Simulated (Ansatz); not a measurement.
Ansatz (an electronic-structure program) input (RPA@PBE/def2-TZVPP):

Ansatz 0.2 input:
```yaml
crystal:
  periodic: [false, false, false]
  atoms:
    - {symbol: Sb, position_ang: [0.03761511, -0.02343339, 0.35166638]}
    - {symbol: F, position_ang: [0.65470262, 1.33207423, -0.99347740]}
    - {symbol: F, position_ang: [-0.86785490, -1.19928501, -0.99929873]}
basis:
  gaussian:
    orbitals: def2-TZVPP
hamiltonian:
  xc: pbe
total_charge: -1
magnetization: {spin_polarized: false}
correlation: {method: rpa, electrons: outside_noble_gas}
```

Output:

```
Functional definition: PBE
integrals: 0.07 GiB planned
881 factors; integrals over basis functions are off by at most 5.2e-4 eV
mean field: 0.45 GiB planned
mean field evaluation 1: about -11968.5406 eV, gradient 4.0e1 eV
mean field evaluation 2: about -11968.5402 eV, gradient 4.0e1 eV
mean field evaluation 4: about -11971.0481 eV, gradient 4.6e0 eV
mean field evaluation 8: about -11971.0808 eV, gradient 1.3e-1 eV
mean field evaluation 16: about -11971.0808 eV, gradient 3.8e-6 eV
mean field -11971.08080699 eV, -439.9291053669 hartree, gradient 6.3e-6 eV, S^2 0.000000; 0 other end points of the search recorded, 0 dependent functions left out
11 core orbitals not correlated
reference -11925.10581083 eV, -438.2395554210 hartree; 10, 10 occupied and 91, 91 virtual orbitals, 881 factors
Total energy: -11951.15919166 eV, -439.1969995069 hartree
```
